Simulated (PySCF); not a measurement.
CH8O2Si2, SMILES C[Si](O)(O)[SiH3].

The structure is a stationary point at r2SCAN-D4/def2-SVP. The structure was generated by enumeration, and PubChem lists no compound with its InChIKey, so it may never have been made. The values are those of a single conformer.

Method: r2SCAN-D4/def2-SVP in PySCF.

Frequencies are harmonic and unscaled.

Computed vibrational spectrum:
```csv
mode,ν (cm⁻¹),IR (km/mol),Raman (Å⁴/amu),depolarisation,moving atoms (share of kinetic energy)
1,90,26.4,0.9,0.75,H 86 %
2,107,57.4,0.9,0.74,"H 66 %, O 22 %"
3,123,6.6,1.2,0.72,"H 54 %, O 18 %, C 15 %, Si 13 %"
4,133,14.4,0.9,0.75,"H 68 %, O 20 %, Si 10 %"
5,155,51.6,0.6,0.42,"H 68 %, Si 15 %, O 11 %"
6,166,7.7,0.1,0.25,"H 77 %, O 18 %"
7,224,9.4,0.9,0.71,"O 38 %, H 32 %, C 17 %, Si 12 %"
8,250,20.5,4.8,0.46,"Si 36 %, O 34 %, H 22 %, C 9 %"
9,323,57.9,1.9,0.46,"O 54 %, H 29 %, Si 11 %"
10,430,22.1,11.4,0.10,"Si 64 %, H 23 %, O 10 %"
11,500,18.6,11.9,0.61,"H 75 %, Si 16 %"
12,502,20.8,8.5,0.65,"H 81 %, Si 15 %"
13,673,84.1,7.3,0.21,"C 35 %, H 27 %, Si 21 %, O 17 %"
14,726,59.0,3.1,0.46,"H 80 %, C 15 %"
15,750,121.9,2.8,0.72,"H 77 %, C 16 %"
16,783,137.7,1.0,0.65,"H 57 %, O 36 %"
17,802,161.0,2.0,0.47,"H 41 %, O 32 %, Si 19 %, C 8 %"
18,851,225.6,4.7,0.72,"H 72 %, Si 18 %, O 9 %"
19,900,36.0,2.4,0.64,"H 49 %, Si 29 %, O 19 %"
20,925,6.0,18.1,0.75,"H 76 %, Si 14 %, O 10 %"
21,936,57.6,24.6,0.75,H 96 %
22,948,119.0,10.3,0.74,"H 43 %, Si 32 %, O 23 %"
23,1253,37.5,1.6,0.68,"H 77 %, C 22 %"
24,1422,6.0,14.2,0.75,H 96 %
25,1428,3.2,10.3,0.75,H 96 %
26,2194,78.7,158.5,0.13,H 97 %
27,2206,86.0,148.9,0.28,H 97 %
28,2220,90.9,143.7,0.48,H 96 %
29,3023,3.1,159.1,0.01,H 97 %
30,3125,6.0,113.9,0.71,"H 91 %, C 9 %"
31,3136,3.2,80.0,0.75,"H 91 %, C 9 %"
32,3860,84.4,190.1,0.28,H 94 %
33,3887,85.8,88.6,0.26,H 94 %
```
